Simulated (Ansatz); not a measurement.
In2Se3. Charge 0, multiplicity 1. Geometry B3LYP-D4/def2-SVP, basis def2-TZVP, Ansatz.

```xyz
5

In    0.644    2.272    0.625
In   -1.943   -1.117    0.155
Se    0.681   -0.554    1.615
Se    0.878   -1.232   -0.688
Se   -0.259    0.631   -1.707
```

```csv
run,HOMO (eV),LUMO (eV)
A,-5.00,-2.78
B,-5.66,-2.02
C,-7.63,-0.26
D,-4.77,-2.83
```

In the def2 sets In takes a core potential; there is no spin–orbit coupling. The structure comes from a short search, and lower isomers may exist.

Q: The runs used PBE, PBE0, r2SCAN, ωB97X-V. Estimate which is which.

A: A r2SCAN (0 % exact exchange); B PBE0 (25 % exact exchange); C ωB97X-V (range-separated); D PBE (0 % exact exchange). Exact exchange lowers occupied and raises empty levels; among semilocal functionals meta-GGAs tend to open the gap a little, and such runs are hard to tell apart. The gap grows from 1.94 eV (PBE) to 7.37 eV (ωB97X-V).
